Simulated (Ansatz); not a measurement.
Ideal-gas functions of F₂HOSi (`O[Si](F)F`) radical at 298.15 K and 1 bar, from an Ansatz frequency run at PBE0-D4/def2-TZVP.

Molar mass 83.09 g/mol, point group C1 (symmetry number 1), electronic degeneracy 2, moments of inertia 67.72, 69.789, 125.494 u Å². Harmonic wavenumbers (cm⁻¹, unscaled): 181, 291, 301, 400, 781, 821, 944, 972, 3916.

Use S(trans) = R[1.5 ln M + 2.5 ln T − 1.1517]; rotational temperatures θ = 24.2544 K / I; S(rot) = R[ln(√π/σ · √(T³/θAθBθC)) + 1.5]; for each mode x = 1.438777 ν̃/T, S = R[x/(eˣ − 1) − ln(1 − e⁻ˣ)] and H = RT x/(eˣ − 1); 1 cm⁻¹ = 0.0119627 kJ/mol; R = 8.31446 J/(mol·K).

By hand: the entropy, in J/(mol·K).

Translation 164.0. Rotation: θ = 0.3582, 0.3475, 0.1933 K, giving 103.8. Vibration, mode by mode: 9.70, 6.14, 5.91, 4.03, 0.93, 0.80, 0.49, 0.44, 0.00, in all 28.4. Electronic 5.8. Sum 302.0 J/(mol·K).

By hand: H − E and G − E in kJ/mol, counted from the electronic energy.

Zero-point energy ½ × 8607 × 0.0119627 = 51.5; thermal vibration 5.2; translation, rotation and pV give 4 RT = 9.9. H − E = 66.6 kJ/mol, and G − E = 66.6 − 298.15 × 302.0/1000 = -23.4 kJ/mol.

Vibration gives 9 % of the entropy. The sum counts one conformer and one mirror image; others add a mixing term.
